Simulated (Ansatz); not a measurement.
A nudged elastic band was laid between two geometries of H5InS (7 atoms, charge 0, multiplicity 1).

Level of theory: Ansatz, RKS PBE-D4/def2-SVP.

```
movable images  : 6
climbing image  : no
spring          : 5.0 eV/Å²
optimiser       : quadratic models (default)
start path      : IDPP
force threshold : 0.03 eV/Å
iteration limit : 60
end points      : relaxed
```

Initial state:

```xyz
7
Properties=species:S:1:pos:R:3
S -0.731 -1.554 -0.113
In 0.212 1.198 -0.256
H -0.734 -1.581 1.249
H 0.524 -2.082 -0.169
H -0.978 1.746 -1.409
H -0.037 1.478 1.456
H 1.807 0.726 -0.804
```

Final state:

```xyz
7
Properties=species:S:1:pos:R:3
S -0.668 -1.526 0.420
In 0.259 1.215 0.073
H 0.561 -2.075 0.212
H -1.013 -1.680 -0.889
H -0.531 1.394 -1.480
H -0.499 1.847 1.512
H 1.950 0.757 0.107
```

Question: Which bonds break or form, and what moves?

Answer: No bond is made or broken. The dihedral H4–S1–In2–H6 goes from -103 to 136°. The two ends are copies of one structure, up to a mirror image or an exchange of like atoms.

Question: What energy profile does the band end with?

Answer: It converged. The highest image is number 7 of 0 to 7, 0.000 eV above the ends, which have the same energy within 2 meV. The highest image is an end point: on this band no image between the ends rises above it. Inner images lie up to 0.010 eV below the lower end, so the ends aren't the lowest states on this path.

```
image  path coordinate (Å)  energy (eV)  dihedral H4–S1–In2–H6 (°)
    0                 0.00        0.000                       -103
    1                 0.43       -0.001                       -120
    2                 0.87       -0.006                       -138
    3                 1.30       -0.010                       -155
    4                 1.73       -0.010                       -172
    5                 2.16       -0.007                        171
    6                 2.60       -0.002                        154
    7                 3.03        0.000                        136
```

The band took 4 iterations and roughly 60 core-seconds.

Time of the run: 62 s on 1 thread of Intel(R) Xeon(R) Platinum 8488C (Sapphire Rapids) (shared host), peak memory 0.13 GiB.
